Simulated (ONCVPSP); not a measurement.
Which change was made? (Te, ONCV)

| Item | Value |
| --- | --- |
| Element | tellurium |
| Generator | ONCVPSP 4.0.1 |
| Type | optimised norm-conserving Vanderbilt (ONCV) |
| Functional | PBE |
| Relativity | scalar-relativistic |
| Frozen core | [Kr] 4d10 |
| Valence charge | 6 |
| Reference configuration | 5s2 5p2 (charge +2) |
| Partial waves | 5s: rc 1.90 bohr, ncon 4, nbas 7, qcut 3.1 1/bohr, 1 projector; 5p: rc 1.65 bohr, ncon 4, nbas 7, qcut 4.2 1/bohr, 2 projectors, debl 2 Ha |
| Local potential | polynomial inside 1.30 bohr (lpopt 5, dvloc0 0 Ha) |
| Core correction | Teter function, fcfact 2, rcfact 1.1 |

Cutoffs, loose and tight: the cutoffs (Ha) at which the residual kinetic energy of the hardest occupied pseudo-wave falls to 1 and 0.1 mHa per electron. They do not see the model core or the augmentation charge, which bear on the density cutoff. Test errors are all-electron minus pseudo excitation energies from the reference, over the configurations 5s2 5p4; 5s2 5p3; 5s2 5p1; 5s0 5p6; variants that change the core or the reference have their own tests.

The base gives: outcome: generated; cutoff, loose: 46 Ha; cutoff, tight: 57 Ha; bound ghosts: s, p; GHOST(+) flags above zero: none; largest test error (meV): +26.

Q: After one change the result is: outcome: generated; cutoff, loose: 32 Ha; cutoff, tight: 54 Ha; bound ghosts: s, p; GHOST(+) flags above zero: none; largest test error (meV): +31. Which change was it?
A. p: qcut 5.6
B. p: qcut 6.3
C. p: qcut 3.2

A: A. The others give: p: qcut 3.2 → outcome: generated; cutoff, loose: 45 Ha; cutoff, tight: 57 Ha; bound ghosts: s; GHOST(+) flags above zero: p; largest test error (meV): +26 | p: qcut 6.3 → outcome: generated; cutoff, loose: 26 Ha; cutoff, tight: 51 Ha; bound ghosts: s, p; GHOST(+) flags above zero: none; largest test error (meV): +38.
